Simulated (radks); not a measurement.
Excited configurations of In III: one electron is placed in a higher orbital outside [Kr] 4d10. The ground configuration is [Kr] 4d10 5s1. All-electron calculation, Dirac Kohn-Sham, PBEsol, spin-unpolarised, spherical densities, point nucleus; open shells are shared between the two j in proportion to 2j + 1. Program: a radial shooting solver on a logarithmic mesh with Libxc functionals. Excitation = E - E(ground); binding = E(ion) - E, where the ion is the core of charge +3; n* = 3/sqrt(2 binding) in atomic units, and the quantum defect is n - n*. Eigenvalue and <r> are those of j = l + 1/2.

| outer orbital | excitation (eV) | binding (eV) | n* | quantum defect | eigenvalue (eV) | <r> (bohr) |
|---|---|---|---|---|---|---|
| 5d | 16.216 | 12.050 | 3.188 | 1.812 | -9.762 | 4.223 |
| 5f | 22.908 | 5.358 | 4.781 | 0.219 | -4.384 | 9.457 |
| 6s | 15.631 | 12.635 | 3.113 | 2.887 | -10.803 | 4.986 |
| 7s | 20.940 | 7.326 | 4.088 | 2.912 | -6.309 | 8.558 |
| 7f | 25.445 | 2.822 | 6.588 | 0.412 | -2.416 | 20.22 |

The Delta-SCF ionisation energy is 28.266 eV (NIST Atomic Spectra Database: 28.044 eV, measured). Self-interaction in the functional shifts the binding energies and quantum defects, so they are the method's values and not measured ones. Spin polarisation and multiplet splitting are left out, so open shells lie too high by an amount that depends on their filling.

Beside tabulated values, note that spin-unpolarised runs miss the spin-polarisation part of the exchange energy of open shells.
